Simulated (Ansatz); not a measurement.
Steps of a relaxation of CH₃ClGeO, SMILES `[Cl][GeH]1[CH2][O]1` with RKS PBE-D4/def2-SVP.

```sh
$ ansatz run in.yaml --threads 2 --pin off --events-out ev --progress --plain --max-ram 4352MiB
```

```yaml
crystal:
  periodic: [false, false, false]
  atoms:
    - {symbol: Cl, position_ang: [-2.565100, 0.024100, -0.125400]}
    - {symbol: Ge, position_ang: [-0.538200, 0.462200, -0.595300]}
    - {symbol: C, position_ang: [0.698600, -0.180800, 0.688700]}
    - {symbol: O, position_ang: [0.502300, -1.064300, -0.272500]}
    - {symbol: H, position_ang: [-0.133900, 0.938900, -2.030600]}
    - {symbol: H, position_ang: [1.764600, 0.223900, 0.600600]}
    - {symbol: H, position_ang: [0.332900, -0.472000, 1.688700]}
basis:
  gaussian: {orbitals: def2-SVP}
hamiltonian: {xc: pbe, dispersion: d4}
relax: {f_tol: 0.03, max_steps: 200}
```

Positions (Å) and forces (eV/Å) along the path, 9 of 9 steps:

```xyz
7
step=1 energy=-72142.6959 eV
Cl   -2.565    0.024   -0.125   -0.708   -0.131   -0.141
Ge   -0.538    0.462   -0.595    0.376    0.727   -0.587
C     0.699   -0.181    0.689    2.579    1.688    1.666
O     0.502   -1.064   -0.273   -1.133   -2.715   -2.803
H    -0.134    0.939   -2.031   -0.384   -0.209    0.356
H     1.765    0.224    0.601   -0.714    0.266    0.969
H     0.333   -0.472    1.689   -0.015    0.374    0.541
7
step=2 energy=-72143.0206 eV
Cl   -2.608    0.038   -0.241   -0.058    0.031    0.003
Ge   -0.512    0.485   -0.554   -0.216    0.151   -0.288
C     0.773   -0.219    0.689    0.746    0.639    0.703
O     0.466   -1.110   -0.309   -0.194   -0.687   -0.674
H    -0.243    0.930   -2.008   -0.041   -0.032    0.075
H     1.808    0.226    0.663   -0.337   -0.137    0.225
H     0.377   -0.418    1.714    0.101    0.034   -0.043
7
step=3 energy=-72143.0445 eV
Cl   -2.623    0.060   -0.247    0.012    0.019    0.021
Ge   -0.517    0.480   -0.563    0.016   -0.104   -0.028
C     0.785   -0.213    0.692    0.150    0.277    0.260
O     0.480   -1.111   -0.327   -0.097   -0.177   -0.238
H    -0.269    0.916   -2.018   -0.001    0.020    0.017
H     1.812    0.224    0.705   -0.050   -0.024    0.003
H     0.393   -0.425    1.713   -0.030   -0.010   -0.036
7
step=4 energy=-72143.0488 eV
Cl   -2.622    0.068   -0.229    0.014    0.010   -0.001
Ge   -0.516    0.467   -0.573    0.117   -0.162    0.035
C     0.786   -0.210    0.692   -0.021    0.171    0.078
O     0.491   -1.116   -0.337   -0.085    0.004   -0.080
H    -0.268    0.919   -2.022   -0.018    0.022    0.009
H     1.809    0.229    0.717    0.013   -0.015   -0.022
H     0.381   -0.424    1.706   -0.019   -0.030   -0.020
7
step=5 energy=-72143.0524 eV
Cl   -2.618    0.074   -0.219    0.000    0.003   -0.003
Ge   -0.512    0.449   -0.583    0.154   -0.176    0.039
C     0.786   -0.200    0.694   -0.098    0.023   -0.042
O     0.498   -1.124   -0.340   -0.079    0.131    0.012
H    -0.275    0.928   -2.024   -0.011    0.021    0.012
H     1.810    0.228    0.724    0.032    0.010   -0.021
H     0.372   -0.424    1.702    0.003   -0.012    0.004
7
step=6 energy=-72143.0484 eV rejected
Cl   -2.617    0.097   -0.210   -0.015   -0.037   -0.035
Ge   -0.507    0.382   -0.612   -0.028    0.245    0.200
C     0.781   -0.197    0.696   -0.151    0.317    0.080
O     0.494   -1.138   -0.340    0.178   -0.377   -0.028
H    -0.266    0.958   -2.009   -0.016    0.018   -0.095
H     1.797    0.255    0.720    0.017   -0.119   -0.066
H     0.380   -0.426    1.709    0.016   -0.046   -0.056
7
step=7 energy=-72143.0563 eV
Cl   -2.616    0.078   -0.221   -0.002    0.002   -0.005
Ge   -0.508    0.416   -0.596    0.047   -0.031    0.016
C     0.782   -0.190    0.697   -0.058   -0.003   -0.019
O     0.492   -1.135   -0.333    0.000    0.024    0.009
H    -0.275    0.952   -2.017   -0.006    0.005    0.009
H     1.810    0.229    0.718    0.008    0.002   -0.015
H     0.376   -0.419    1.706    0.011    0.001    0.005
7
step=8 energy=-72143.0565 eV
Cl   -2.616    0.077   -0.229    0.006    0.007   -0.005
Ge   -0.506    0.408   -0.599    0.007   -0.039    0.055
C     0.779   -0.190    0.698   -0.012    0.010   -0.017
O     0.486   -1.143   -0.326    0.004    0.037   -0.007
H    -0.274    0.964   -2.010    0.006   -0.002   -0.020
H     1.808    0.231    0.708   -0.009   -0.013   -0.005
H     0.384   -0.415    1.712   -0.001    0.001    0.000
7
step=9 energy=-72143.0566 eV
Cl   -2.618    0.081   -0.229    0.001   -0.002    0.002
Ge   -0.507    0.406   -0.597   -0.017    0.013   -0.009
C     0.779   -0.189    0.699    0.008    0.000    0.002
O     0.490   -1.140   -0.330    0.006   -0.011    0.005
H    -0.276    0.959   -2.011    0.004    0.003   -0.001
H     1.808    0.232    0.710   -0.002   -0.002    0.000
H     0.384   -0.419    1.711    0.000    0.000    0.000
```

Run time 6 s (2 threads of an AMD EPYC 9R45 on a shared host); peak host memory 0.16 GiB.
